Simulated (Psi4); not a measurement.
Internal rotation in SMILES C(=C/F)/C (C3H5F). Scanned: dihedral H5–C1–C2–C3; all other coordinates were relaxed at B3LYP-D3(BJ)/def2-SVP.

Geometry of the scan point at 0° (Å):
```
9

C     -1.1572     0.0912    -0.0315
C      0.1916    -0.5495    -0.1523
C      0.5980    -1.2965    -1.1771
F     -0.1859    -1.5599    -2.2362
H     -1.7847    -0.1321    -0.9056
H     -1.6848    -0.2610     0.8715
H     -1.0692     1.1874     0.0605
H      0.9169    -0.4042     0.6542
H      1.5839    -1.7619    -1.2632
```

Level of theory: DF-MP2 (frozen core)/cc-pVTZ // B3LYP-D3(BJ)/def2-SVP in Psi4 1.11.

Scanned values (°): 0, 10, 20, 30, 40, 50, 60, 70, 80, 90, 100, 110.

Problem. Describe the profile: where are the wells and the tops?

Solution. Lower than their neighbours: 0° (0.00 kcal/mol, end of the scan), 110° (0.07 kcal/mol, end of the scan). Higher than their neighbours: 60° (1.12 kcal/mol). The whole profile spans 1.12 kcal/mol.
